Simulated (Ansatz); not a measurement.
Program: Ansatz. Geometries: PBE0-D4/def2-TZVP. ΔE: electronic, gas phase. CCSD(T)/CBS adds triple-zeta CCSD(T) − MP2 to the extrapolated MP2 energy (def2 sets, frozen cores). This one scheme is used for every species. DFT in def2-TZVPP. One conformer a species, not always the lowest.

Consider the hydrogenolysis of the Si–N bond: `N[SiH](N)O[SiH3]` + H₂ → `N[SiH2]O[SiH3]` + NH₃.

`N[SiH](N)O[SiH3]`:

Cartesian coordinates in Å:
```
N 0.877 -0.974 -1.245
Si 0.199 -0.960 0.324
N 1.447 -0.469 1.371
O -1.126 0.005 0.218
Si -1.535 1.504 -0.286
H 0.284 -1.016 -2.057
H 1.761 -1.426 -1.408
H -0.318 -2.234 0.880
H 1.411 -0.674 2.355
H 2.017 0.337 1.172
H -0.493 2.498 0.089
H -2.820 1.880 0.352
H -1.703 1.529 -1.764
```

H₂:

Z-matrix (Å, degrees):
```
H
H 1 0.746
```

`N[SiH2]O[SiH3]`:

Z-matrix (Å, degrees):
```
Si
O 1 1.640
N 1 1.701 2 114.3
H 1 1.483 2 107.7 3 119.4
H 1 1.484 2 107.7 3 -119.4
Si 2 1.630 1 148.8 3 178.7
H 3 1.007 1 121.3 2 -75.2
H 3 1.007 1 121.3 2 75.3
H 6 1.484 2 108.5 1 -179.2
H 6 1.487 2 110.5 1 61.0
H 6 1.487 2 110.5 1 -59.4
```

NH₃:

```xyz
4

N    -0.009   -0.037    0.279
H    -0.783    0.527   -0.049
H     0.842    0.429   -0.011
H    -0.050   -0.918   -0.220
```

CCSD(T)/CBS gives +54.9 kJ/mol.

Another level gave +58.5 kJ/mol. Which?
A. HF/def2-TZVPP
B. PBE/def2-TZVPP
C. PBE-D4/def2-TZVPP
D. r2SCAN-D4/def2-TZVPP

D. r2SCAN-D4 58.5, PBE-D4 51.6, PBE 44.4, HF/def2-TZVPP 38.0 kJ/mol.

Largest T1 diagnostic among the species: 0.011.

In def2-TZVPP, CCSD(T) changes the Hartree–Fock value by +14.5 kJ/mol (the triples alone add +3.3 kJ/mol) and MP2 by +20.4 kJ/mol. The D4 term adds +11.4 kJ/mol with B3LYP and +6.3 kJ/mol with PBE0; it sums over pairs of atoms, weighted by their polarisabilities, and B3LYP, whose exchange is more repulsive, gets the larger term.

B3LYP here is the variant with VWN-RPA as its local correlation; programs differ in this.
